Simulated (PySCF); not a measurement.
A GIAO shielding run with PySCF (density fitting, non-relativistic, gas phase) on SMILES CCC1(CC)C[C@@H](F)[SiH2]N1, C₇H₁₆FNSi:

```
$ OMP_NUM_THREADS=1 python probes_run.py task.json out

{"job": {"kind": "nmr", "xc": "PBE0", "basis": "pcSseg-1"}, "charge": 0, "multiplicity": 1}
C      2.759683    -0.398593    -0.502775
C      1.574764    -0.723235     0.391524
C      0.189912    -0.528727    -0.247287
C     -0.015206     0.910851    -0.765148
C      0.235422     2.032176     0.230529
C     -0.894679    -0.914061     0.782252
C     -2.198341    -1.295301     0.100253
F     -2.914914    -0.153274    -0.257815
Si    -1.573176    -2.181153    -1.475467
N      0.005501    -1.481516    -1.346978
H      3.708482    -0.599622     0.017417
H      2.759540    -1.015417    -1.415890
H      2.774313     0.657796    -0.811771
H      1.629987    -0.119459     1.313235
H      1.636332    -1.777845     0.707215
H     -1.045979     0.978709    -1.144695
H      0.639609     1.047715    -1.643299
H     -0.398538     1.934912     1.125571
H      1.282910     2.065879     0.568100
H      0.006264     3.009403    -0.220564
H     -1.063267    -0.112311     1.518318
H     -0.542151    -1.797781     1.341032
H     -2.840829    -1.886192     0.773017
H     -2.361737    -1.812570    -2.692817
H     -1.592505    -3.676114    -1.368687
H      0.670488    -1.398721    -2.105399
```

Hardware: 1 thread of an Arm Neoverse V2, shared host. The job also computes population analyses, field gradients, ring-centre shieldings.

Q: How large is the calculation?

A: 88 electrons, 257 basis functions and 1347 auxiliary functions.

Q: How long does it take, and how much memory does it need?

A: 90 s of wall time, with 13 SCF cycles and 4 response iterations; peak memory 1.3 GiB. Times on a shared host scatter by some tens of per cent.
